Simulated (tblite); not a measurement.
Species: C₇H₆FS (doublet state).
Atom-mapped SMILES: `[F:1][CH2:2][c:3]1[cH:4][cH:5][cH:6][c:7]([S:8])[cH:9]1` (hydrogens: H10, H11 on C2; H12 on C4; H13 on C5; H14 on C6; H15 on C9)

The geometry is computed with GFN2-xTB (gas phase). This method treats the open shell by occupation alone, without spin polarisation.

Question: Give the optimised bond lengths and angles.

Answer: 
| bond | length (bohr) |
| --- | --- |
| F1–C2 | 2.588 |
| C2–C3 | 2.842 |
| C3–C4 | 2.629 |
| C4–C5 | 2.624 |
| C5–C6 | 2.603 |
| C6–C7 | 2.649 |
| C7–S8 | 3.253 |
| C7–C9 | 2.641 |
| C3–C9 | 2.615 |
| C2–H10, C2–H11 | 2.072 |
| C4–H12 | 2.039 |
| C5–H13 | 2.040 |
| C6–H14 | 2.039 |
| C9–H15 | 2.040 |

Bonds in one row agree within 0.02 bohr and their mean is given. A selection of angles:
| angle | degrees |
| --- | --- |
| F1–C2–C3 | 112.1 |
| C2–C3–C4 | 121.5 |
| C2–C3–C9 | 118.8 |
| C4–C3–C9 | 119.7 |
| C3–C4–C5 | 120.1 |
| C4–C5–C6 | 120.6 |
| C5–C6–C7 | 119.7 |
| C6–C7–S8 | 120.4 |
| C6–C7–C9 | 119.5 |
| S8–C7–C9 | 120.1 |
| C3–C9–C7 | 120.3 |

Dihedral angles: F1–C2–C3–C4 0° (synperiplanar).

C4 (carbon bonded to 2 C and H) is planar (angles 120.3°, 120.1° and 119.6°, sum 360.0°, 0.00 Å off the plane of its three neighbours). The C–C distances run from 1.377 Å (C5–C6, aromatic) to 1.504 Å (C2–C3, drawn single), a spread of 0.127 Å. The 6-membered ring C3–C4–C5–C6–C7–C9 has internal angles of 119.5° to 120.6° (sum 720°, against 720° for a flat polygon); it is planar, 0.00 Å rms from its mean plane, widest ring torsion 0°. C7 (carbon bonded to 2 C and S) is planar (angles 120.4°, 120.1° and 119.5°, sum 360.0°, 0.00 Å off the plane of its three neighbours). C6 (carbon bonded to 2 C and H) is planar (angles 121.1°, 119.7° and 119.1°, sum 360.0°, 0.00 Å off the plane of its three neighbours). C5 (carbon bonded to 2 C and H) is planar (angles 120.6°, 119.8° and 119.6°, sum 360.0°, 0.00 Å off the plane of its three neighbours). The 9 heavy atoms lie in one plane (0.001 Å rms).

Point group: Cs (every atom within 0.08 Å of its image). Its GFN2-xTB frequencies are all real (lowest 20 cm⁻¹). 2 starts were optimised and ended at 0.00 and 0.78 kcal/mol (GFN2-xTB); the lowest of these is shown.

Time: 0.14 s wall. Hardware: one thread of an Arm Neoverse V1, shared host with 32 logical CPUs at a one-minute load of 27. This is the geometry optimisation.

One conformer stands for the species.
